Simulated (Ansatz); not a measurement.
Mulliken charges of `NBC(F)F` from ωB97M-V/def2-TZVPP in Ansatz (PBE0-D4/def2-TZVP geometry).

| atom | x (Å) | y (Å) | z (Å) | charge (e) |
| --- | --- | --- | --- | --- |
| N1 | 0.126 | 0.707 | 1.232 | -0.194 |
| B2 | -0.349 | -0.330 | 0.461 | -0.090 |
| C3 | 0.015 | -0.351 | -1.093 | 0.297 |
| F4 | 0.858 | 0.680 | -1.431 | -0.234 |
| F5 | 0.664 | -1.514 | -1.412 | -0.212 |
| H6 | -0.051 | 0.797 | 2.217 | 0.144 |
| H7 | 0.708 | 1.433 | 0.844 | 0.145 |
| H8 | -1.031 | -1.193 | 0.927 | 0.063 |
| H9 | -0.852 | -0.275 | -1.762 | 0.081 |

Question: By hand: the dipole of these point charges (1 e Å = 4.8032 D).

Answer: Σ q r = (-0.369, 0.175, 0.386) e Å, of length 0.562 e Å = 2.70 D.

Question: How does the dipole of the full density compare? (An estimate is asked.)

Answer: The calculation gave: (-0.227, 0.339, 0.441) e Å, 2.89 D; the point charges give 0.93 times that, at 22° from its direction.

Point charges leave out the atoms' own dipoles, such as those of lone pairs, and Mulliken's split depends on the basis, so the two needn't agree.
